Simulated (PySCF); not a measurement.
Mapped SMILES: `[CH2:1]=[CH:2][C:3](=[CH2:4])/[CH:5]=[CH:6]/[C:7]#[N:8]`. Each H is labelled by its parent atom. Ha(C4) is cis to C2; Ha(C1) is cis to C3; Hb(C4) is trans to C2; Hb(C1) is trans to C3.

[PySCF 2.14: NMR shieldings at PBE0/pcSseg-1/GIAO; geometry: GFN2-xTB; in vacuum; no relativistic terms; a single conformation]

Chemical shifts δ = σref − σ; TMS for ¹³C (σ = 186.93 ppm), all at this level.

Problem. Do the ¹³C shifts follow the atomic charges (in e)? Tabulate both.

Solution. 
```csv
atoms,hybridisation,δ (ppm),σ para (ppm),Hirshfeld,IAO,Mulliken,ESP-fitted
C5,sp2,158.8,-225,-0.01,-0.09,-0.01,-0.08
C3,sp2,151.2,-222,+0.01,+0.00,-0.29,+0.20
C2,sp2,142.8,-210,-0.04,-0.14,-0.14,-0.12
C4,sp2,129.3,-194,-0.08,-0.29,-0.04,-0.51
C1,sp2,129.2,-199,-0.09,-0.30,-0.13,-0.43
C7,sp,123.2,-194,+0.07,+0.14,+0.11,+0.48
C6,sp2,108.8,-177,-0.03,-0.20,-0.14,-0.39
```

Correlation coefficients of δ with charge over these carbons: Hirshfeld +0.10, IAO +0.22, Mulliken -0.21, ESP-fitted +0.27; with the paramagnetic shielding -0.99. Among the 6 sp2 carbons alone: Hirshfeld +0.54, IAO +0.67, Mulliken -0.01, ESP-fitted +0.75. With so few points, grouped by hybridisation, these coefficients are fragile. Charge is one influence among several: hybridisation and low-lying excitations act through the paramagnetic term.

Shifts are as computed. Against solution values, carbons near 30 ppm lie about +3 ppm off and those near 130 ppm about +5 ppm (rms about the fit 2.1 ppm; single classes can miss by 10 ppm). Of 1328 compounds with measured shifts, 309 miss one by over three times the rms of a fit or turn the order of signals round; such compounds aren't used in these exercises. Signals without a measured value on file couldn't be tested in this way; 1H shifts scatter by 0.2 ppm about their fit, and single ones miss by 0.5 ppm.
